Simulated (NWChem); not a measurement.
System: LaCl₂, doublet; SMILES [Cl][La][Cl]

Output (shortened):

```
             Northwest Computational Chemistry Package (NWChem) 7.3.0
             --------------------------------------------------------

 C2V symmetry detected

                             Geometry "geometry" -> ""
                             -------------------------

 Output coordinates in angstroms (scale by  1.889725989 to convert to a.u.)

  No.       Tag          Charge          X              Y              Z
 ---- ---------------- ---------- -------------- -------------- --------------
    1 La                  57.0000     0.00000000     0.00000000     0.53013921
    2 Cl                  17.0000     2.15813000     0.00000000    -0.88876279
    3 Cl                  17.0000    -2.15813000     0.00000000    -0.88876279

 Effective nuclear repulsion energy (a.u.)     432.5004102809

      Symmetry information
      --------------------

 Group name             C2v
 Group number             16
 Group order               4
 No. of unique centers     2

                                 NWChem DFT Module
                                 -----------------

 Summary of "ao basis" -> "ao basis" (spherical)
 ------------------------------------------------------------------------------
       Tag                 Description            Shells   Functions and Types
 ---------------- ------------------------------  ------  ---------------------
 La                         def2-svp                12       32   6s3p2d1f
 Cl                         def2-svp                 8       18   4s3p1d

      Symmetry analysis of basis
      --------------------------

        a1         28
        a2          8
        b1         20
        b2         12

            General Information
            -------------------
          SCF calculation type: DFT
          Wavefunction type:  spin polarized.
          No. of atoms     :     3
          No. of electrons :    45
           Alpha electrons :    23
            Beta electrons :    22
          Charge           :     0
          Spin multiplicity:     2
          Use of symmetry is: off; symmetry adaption is: on
          Maximum number of iterations: 150
          AO basis - number of functions:    68
                     number of shells:    28
          Convergence on energy requested:  1.00D-06
          Convergence on density requested:  1.00D-05
          Convergence on gradient requested:  5.00D-04

              XC Information
              --------------
                        Slater Exchange Functional  1.000 local
                      VWN V Correlation Functional  1.000 local

             Grid Information
             ----------------
          Grid used for XC integration:  medium
          Radial quadrature: Mura-Knowles
          Angular quadrature: Lebedev.
          Tag              B.-S. Rad. Rad. Pts. Rad. Cut. Ang. Pts.
          ---              ---------- --------- --------- ---------
          La                  1.95      123          11.0       590
          Cl                  1.00       88          11.0       590
          Grid pruning is: on
          Number of quadrature shells:   299
          Spatial weights used:  Erf1

      Superposition of Atomic Density Guess
      -------------------------------------

 Sum of atomic energies:        -954.18988808

      Non-variational initial energy
      ------------------------------

 Total energy =    -949.791194
 1-e energy   =   -1544.018236
 2-e energy   =     482.168086
 HOMO         =      -0.119164
 LUMO         =       0.020554

   Symmetry analysis of molecular orbitals - initial alpha
   -------------------------------------------------------

  Numbering of irreducible representations:

     1 a1          2 a2          3 b1          4 b2

  Orbital symmetries:

     1 a1          2 b1          3 a1          4 b1          5 a1
     6 b1          7 a1          8 a2          9 b2         10 b1
    11 a1         12 b1         13 a1         14 b2         15 a1
    16 b1         17 a1         18 b1         19 a2         20 a1
    21 b2         22 b1         23 a1         24 b2         25 a1
    26 b1         27 b2         28 a2         29 a1         30 a1
    31 b1         32 a1         33 a2

[...]

                                NWChem TDDFT Module
                                -------------------

            General Information
            -------------------
           No. of orbitals :     136
            Alpha orbitals :      68
             Beta orbitals :      68
        Alpha frozen cores :       0
         Beta frozen cores :       0
     Alpha frozen virtuals :       0
      Beta frozen virtuals :       0
         Spin multiplicity :       2
    Number of AO functions :      68
        Use of symmetry is : off
      Symmetry adaption is : on
         Schwarz screening :  0.10D-07

              XC Information
              --------------
                 Slater Exchange Functional   1.00 local
               VWN V Correlation Functional   1.00 local

             TDDFT Information
             -----------------
          Calculation type : Tamm-Dancoff TDDFT
         Wavefunction type : Unrestricted
          No. of electrons :      45
           Alpha electrons :      23
            Beta electrons :      22
              No. of roots :       8
          Max subspacesize :    5600
            Max iterations :     100
               Target root :       1
           Target symmetry : none
      Symmetry restriction : off
                 Algorithm : Optimal
        Davidson threshold :  0.10D-03

    8 smallest eigenvalue differences (eV)
--------------------------------------------------------
  No. Spin  Occ  Vir  Irrep   E(Occ)    E(Vir)   E(Diff)
--------------------------------------------------------
    1    1   23   24 b2       -0.141    -0.117     0.654
    2    1   23   25 a1       -0.141    -0.113     0.764
    3    1   23   26 a2       -0.141    -0.092     1.347
    4    1   23   27 b1       -0.141    -0.070     1.934
    5    1   23   28 a1       -0.141    -0.050     2.495
    6    1   23   29 b2       -0.141    -0.036     2.878
    7    1   23   30 a1       -0.141    -0.004     3.746
    8    1   23   31 b1       -0.141     0.012     4.159
--------------------------------------------------------

  Entering Davidson iterations
  Unrestricted

  Iter   NTrls   NConv    DeltaV     DeltaE      Time
  ----  ------  ------  ---------  ---------  ---------
    1      8       0     0.65E-01   0.10+100        2.5
    2     16       0     0.17E-01   0.51E-02        2.7
    3     24       0     0.22E-02   0.29E-03        2.7
    4     32       6     0.35E-03   0.67E-05        2.7
    5     34       8     0.65E-04   0.18E-06        1.5
  ----  ------  ------  ---------  ---------  ---------
  Convergence criterion met

  Ground state a1       -948.797324873688 a.u.
  <S2> =   0.7513

  ----------------------------------------------------------------------------
  Root   1         b2             0.026113357 a.u.                0.7106 eV
  <S2> =   0.7512
  ----------------------------------------------------------------------------
     Transition Moments    X  0.00000   Y  0.75250   Z  0.00000
     Dipole Oscillator Strength                    0.0098579972
     Electric Quadrupole                           0.0000000018
     Magnetic Dipole                               0.0000001275
     Total Oscillator Strength                     0.0098581265

     Occ.   23 alpha a1  ---  Virt.   24 alpha b2      -0.99834
  ----------------------------------------------------------------------------
  Root   2         a1             0.029749540 a.u.                0.8095 eV
  <S2> =   0.7514
  ----------------------------------------------------------------------------
     Transition Moments    X -0.00000   Y -0.00000   Z  0.86309
     Dipole Oscillator Strength                    0.0147742649
     Electric Quadrupole                           0.0000000023
     Magnetic Dipole                               0.0000000000
     Total Oscillator Strength                     0.0147742672

     Occ.   23 alpha a1  ---  Virt.   25 alpha a1      -0.99762
  ----------------------------------------------------------------------------
  Root   3         a2             0.047758097 a.u.                1.2996 eV
  <S2> =   0.7513
  ----------------------------------------------------------------------------
     Transition Moments    X -0.00000   Y  0.00000   Z -0.00000
     Dipole Oscillator Strength                    0.0000000000
     Electric Quadrupole                           0.0000000031
     Magnetic Dipole                               0.0000005369
     Total Oscillator Strength                     0.0000005399

     Occ.   23 alpha a1  ---  Virt.   26 alpha a2       0.99930
  ----------------------------------------------------------------------------
  Root   4         b1             0.068245080 a.u.                1.8570 eV
  <S2> =   0.7515
  ----------------------------------------------------------------------------
     Transition Moments    X -0.79390   Y  0.00000   Z  0.00000
     Dipole Oscillator Strength                    0.0286758133
     Electric Quadrupole                           0.0000000200
     Magnetic Dipole                               0.0000000816
     Total Oscillator Strength                     0.0286759150

     Occ.   23 alpha a1  ---  Virt.   27 alpha b1      -0.99925
  ----------------------------------------------------------------------------
  Root   5         a1             0.093335691 a.u.                2.5398 eV
  <S2> =   0.7515
  ----------------------------------------------------------------------------
     Transition Moments    X -0.00000   Y -0.00000   Z -1.10510
     Dipole Oscillator Strength                    0.0759907749
     Electric Quadrupole                           0.0000000249
     Magnetic Dipole                               0.0000000000
     Total Oscillator Strength                     0.0759907999

[...]
```

Level: LDA (Slater exchange, VWN5)/def2-SVP with def2 effective core potentials on La, spin-unrestricted, TDA. In the optimisation the excess spin sits in a1 (C2v, its own frame). All runs use the structure optimised with PBE-D3(BJ)/def2-SVP, spin-unrestricted. This spin state was assumed; another may lie lower. No stability test was run on the SCF state. def2 effective core potentials on La; no spin-orbit coupling.

Question: Which NWChem input produces such a log?

Answer: Several could match; the one computed here: the input that was run:
```
start job
memory heap 200 mb stack 900 mb global 1100 mb
geometry units angstroms noautoz
  La     0.000000     0.000000     0.502900
  Cl     2.158130     0.000000    -0.916002
  Cl    -2.158130     0.000000    -0.916002
end
basis spherical
  La library def2-svp
  Cl library def2-svp
end
ecp
  La library def2-ecp
end
dft
  odft
  mult 2
  xc slater vwn_5
  iterations 150
end
tddft
  cis
  nroots 8
end
task tddft energy
```
